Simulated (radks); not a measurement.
These are the eigenvalues of the occupied orbitals of an atom or ion with whole-number occupations (Ry). All-electron calculation, scalar-relativistic Kohn-Sham, LDA (Slater exchange, Perdew-Wang correlation), spin-unpolarised, spherical densities, finite nucleus; Fermi nuclear charge, rms radius of each element as measured or else 0.836 A^(1/3) + 0.57 fm. Program: a radial shooting solver on a logarithmic mesh with Libxc functionals.

orbital  eigenvalue
1s        -1487.497
2s        -237.5804
2p        -216.0526
3s        -64.32208
3p        -57.22594
3d        -45.90352

Which element is it, and in what charge state? The configuration may be excited.

Answer. Z = 42, molybdenum, charge +16: Mo16+ in [Ar] 3d8. The list shows which subshells hold electrons but not how many an open one holds; the 1s level, -743.75 hartree, gives Z - s = 38.6 by -(Z - s)^2/2, which with screening and relativity narrows Z to a few neighbours, and the depths of the outer levels then fix element, charge and occupations together.
